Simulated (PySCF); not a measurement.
## Structure from 2D NMR

Compound of formula C9H16. Correlations simulated from computed shifts and the bond graph:

HSQC (one-bond C–H):
```
  δH    δC
2.10  38.7
1.78  31.8
1.53  45.4
1.52  41.7
1.47  28.7
1.46  31.8
1.14  41.7
0.97  45.4
0.89  25.2
```

COSY cross peaks (H two or three bonds apart, from the bond graph; peaks can be absent where the dihedral angle is near 90°):
```
  δH    δH
2.10  1.78
2.10  1.53
2.10  1.52
2.10  1.46
2.10  1.14
2.10  0.97
1.78  1.46
1.53  1.47
1.53  0.97
1.52  1.14
1.47  0.97
1.47  0.89
```

HMBC (two and three bonds, from the bond graph):
```
  δH                                  δC
2.10        45.4, 41.7, 38.7, 31.8, 28.7
1.78              45.4, 41.7, 38.7, 31.8
1.53  45.4, 41.7, 38.7, 31.8, 28.7, 25.2
1.52                    45.4, 38.7, 31.8
1.47                    45.4, 38.7, 25.2
1.46              45.4, 41.7, 38.7, 31.8
1.14                    45.4, 38.7, 31.8
0.97  45.4, 41.7, 38.7, 31.8, 28.7, 25.2
0.89                          45.4, 28.7
```

[PySCF 2.14: shieldings: GIAO PBE0/pcSseg-1; GFN2-xTB structure; single conformer; non-relativistic; in vacuum; one averaged value for each set of equivalent atoms]

Shifts are taken against calculated references (same method and geometry level): TMS for 1H (31.72 ppm), 13C (186.93 ppm).

Exchangeable hydrogens are left out of these lists.

**Question.** Assemble the structure.

**Answer.** `InChI=1S/C9H16/c1-7-4-8-2-3-9(5-7)6-8/h7-9H,2-6H2,1H3/t7-,8-,9+`.

Mapped SMILES: `[CH3:1][C@@H:2]1[CH2:3][C@H:4]2[CH2:5][CH2:6][C@@H:7]([CH2:8]1)[CH2:9]2`. Each H is labelled by its parent atom. Ha(C3), Ha(C8) are cis to C1 on the ring; Ha(C5), Ha(C6), Ha(C9) are cis to C3 on the ring; Hb(C3), Hb(C8) are trans to C1 on the ring; Hb(C5), Hb(C6), Hb(C9) are trans to C3 on the ring.

δC 45.4 is C3/C8, an sp3 CH2 in a ring (δH 0.97, 1.53). δC 41.7 is C9, an sp3 CH2 in a ring (δH 1.14, 1.52). δC 38.7 is C4/C7, an sp3 CH in a ring (δH 2.10). δC 31.8 is C5/C6, an sp3 CH2 in a ring (δH 1.46, 1.78). δC 28.7 is C2, an sp3 CH in a ring (δH 1.47). δC 25.2 is C1, a methyl carbon (δH 0.89). COSY links 2.10–1.78, 2.10–1.53, 2.10–1.52, 2.10–1.46, 2.10–1.14, 2.10–0.97.

The data come from this structure; uniqueness wasn't tested.

Shifts are as computed. Against solution values, carbons near 30 ppm lie about +3 ppm off and those near 130 ppm about +5 ppm. Of 1211 compounds with measured shifts, 218 miss one by over three times the rms of a fit or turn the order of signals round; such compounds aren't used in these exercises.
